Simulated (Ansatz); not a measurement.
Ansatz (an electronic-structure program) input (B3LYP/def2-TZVPD):

Ansatz 0.2 input:
```yaml
crystal:
  periodic: [false, false, false]
  atoms:
    - {symbol: Si, position_ang: [-0.85719512, 0.00963483, -0.62771080]}
    - {symbol: C, position_ang: [-1.93400580, 1.55640902, -0.54613414]}
    - {symbol: C, position_ang: [-1.34512872, -1.23024575, 0.70420793]}
    - {symbol: N, position_ang: [0.80115567, 0.45706967, -0.32931683]}
    - {symbol: Si, position_ang: [2.03704543, -0.41006031, 0.52110299]}
    - {symbol: H, position_ang: [-2.97773735, 1.31430442, -0.75478895]}
    - {symbol: H, position_ang: [-1.61403076, 2.30441026, -1.27402086]}
    - {symbol: H, position_ang: [-1.87416718, 2.00275376, 0.45167705]}
    - {symbol: H, position_ang: [-2.38100970, -1.54500702, 0.56638459]}
    - {symbol: H, position_ang: [-0.72158261, -2.12562593, 0.67514779]}
    - {symbol: H, position_ang: [-1.25400399, -0.78215465, 1.69883776]}
    - {symbol: H, position_ang: [1.12909098, 1.26893746, -0.83463508]}
    - {symbol: H, position_ang: [2.14956654, -1.81303656, 0.05128695]}
    - {symbol: H, position_ang: [3.32482403, 0.28538765, 0.29060340]}
    - {symbol: H, position_ang: [1.76786292, -0.46048023, 1.97879180]}
basis:
  gaussian:
    orbitals: def2-TZVPD
hamiltonian:
  xc: {name: B3LYP}
magnetization: {spin_polarized: true, initial_magnetization: 1}
output: {forces: true}
```

End of the output:

```
Atom 1 at    -1.934006     1.556409    -0.546134 Å, force    -0.014131     0.006299    -0.025162 eV/Å
Atom 2 at    -1.345129    -1.230246     0.704208 Å, force    -0.019516    -0.022988    -0.008103 eV/Å
Atom 3 at     0.801156     0.457070    -0.329317 Å, force    -0.005329    -0.002373    -0.021947 eV/Å
Atom 4 at     2.037045    -0.410060     0.521103 Å, force     0.067049    -0.003799     0.005496 eV/Å
Atom 5 at    -2.977737     1.314304    -0.754789 Å, force    -0.007822     0.005113    -0.004341 eV/Å
Atom 6 at    -1.614031     2.304410    -1.274021 Å, force    -0.005720     0.007546    -0.003578 eV/Å
Atom 7 at    -1.874167     2.002754     0.451677 Å, force    -0.007503     0.010519     0.002667 eV/Å
Atom 8 at    -2.381010    -1.545007     0.566385 Å, force    -0.005924    -0.009098     0.002861 eV/Å
Atom 9 at    -0.721583    -2.125626     0.675148 Å, force    -0.011430    -0.013730     0.003942 eV/Å
Atom 10 at    -1.254004    -0.782155     1.698838 Å, force    -0.011330    -0.006048     0.012461 eV/Å
Atom 11 at     1.129091     1.268937    -0.834635 Å, force     0.008003     0.013782    -0.007922 eV/Å
Atom 12 at     2.149567    -1.813037     0.051287 Å, force     0.009427    -0.010545    -0.001942 eV/Å
Atom 13 at     3.324824     0.285388     0.290603 Å, force     0.005674    -0.001481     0.002591 eV/Å
Atom 14 at     1.767863    -0.460480     1.978792 Å, force     0.008984     0.000083     0.011306 eV/Å
Dipole moment:    -0.065183     0.180489     0.019765 e Å
```

It need not be the lowest isomer of its formula.
